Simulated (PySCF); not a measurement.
C3H7BrGeSi.
SMILES with atom numbers: `[CH3:1][Si@H:2]([Br:3])[C:4]#[C:5][GeH3:6]` (hydrogens: H7, H8, H9 on C1; H10 on Si2; H11, H12, H13 on Ge6)

The closed-shell ground state was solved at several levels (PySCF, density fitting, gas phase). Geometry: PBE0-D3(BJ)/def2-SVP; no solvent, vibrations or thermal averaging. The calculation is non-relativistic and has no spin–orbit coupling, an omission that weighs most on bromine and germanium.

| level | basis functions | HOMO (eV) | LUMO (eV) | gap (eV) | dipole (D) |
| --- | --- | --- | --- | --- | --- |
| CAM-B3LYP/def2-SVPD | 219 | -9.38 | 0.12 | 9.50 | 2.13 |
| wB97X-D/pcSseg-1 | 192 | -9.94 | 0.82 | 10.76 | 2.15 |

Task: What might PBE0/pcSseg-1 (192 basis functions) give for the same quantities?

Result: HOMO -8.10 eV, LUMO -0.91 eV, gap 7.19 eV, dipole 2.11 D.

Task: Over all these levels, which gives the widest orbital gap and which the narrowest?

Result: wB97X-D/pcSseg-1 (range-separated hybrid) has the widest, 10.76 eV, and PBE0/pcSseg-1 (global hybrid, 25 % exact exchange) the narrowest, 7.19 eV. The two share the basis. From the narrowest to the widest the HOMO moves by -1.84 eV and the LUMO by +1.73 eV.

Task: How far do the dipole and the HOMO energy spread over the levels?

Result: The dipole runs from 2.11 to 2.15 D (mean 2.13 D) and the HOMO from -9.94 to -8.10 eV.
